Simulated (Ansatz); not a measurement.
`[NH2][Hf]([NH2])([OH])[OH]` at its PBE0-D4/def2-TZVP geometry, where that method's forces vanish. Total charge 0; spin multiplicity 1. Hf: def2 effective core potential.

```
atom   x (Å)   y (Å)   z (Å)
  N1  -0.904  -0.122   1.638
 Hf2   0.315   0.008   0.001
  N3  -0.898   0.079  -1.645
  O4   1.437  -1.546  -0.295
  O5   1.360   1.614   0.304
  H6  -0.798   0.412   2.488
  H7  -1.698  -0.738   1.738
  H8  -0.764  -0.456  -2.490
  H9  -1.714   0.664  -1.755
 H10   1.884  -2.340  -0.022
 H11   1.780   2.425   0.039
```

For each bond, give half the difference of the two atoms' forces along it (eV/Å; positive pushes the atoms apart) under PBE-D4, r2SCAN-D4, B3LYP-D4, ωB97M-V in def2-TZVPP. (Estimate.)

Ansatz gave: 
| bond | length (Å) | PBE-D4 | r2SCAN-D4 | B3LYP-D4 | ωB97M-V |
| --- | --- | --- | --- | --- | --- |
| N1–Hf2 | 2.045 | -0.13 | -0.01 | 0.07 | 0.04 |
| N1–H6 | 1.010 | 0.24 | 0.02 | -0.03 | -0.03 |
| N1–H7 | 1.010 | 0.24 | 0.02 | -0.03 | -0.03 |
| Hf2–N3 | 2.045 | -0.13 | -0.01 | 0.07 | 0.04 |
| Hf2–O4 | 1.940 | -0.08 | 0.03 | 0.10 | 0.07 |
| Hf2–O5 | 1.939 | -0.08 | 0.03 | 0.10 | 0.07 |
| N3–H8 | 1.010 | 0.24 | 0.02 | -0.03 | -0.03 |
| N3–H9 | 1.010 | 0.24 | 0.02 | -0.03 | -0.03 |
| O4–H10 | 0.951 | 0.37 | 0.01 | -0.05 | -0.08 |
| O5–H11 | 0.951 | 0.37 | 0.01 | -0.05 | -0.08 |

B3LYP here is the variant with VWN-RPA as its local correlation; programs differ in this.
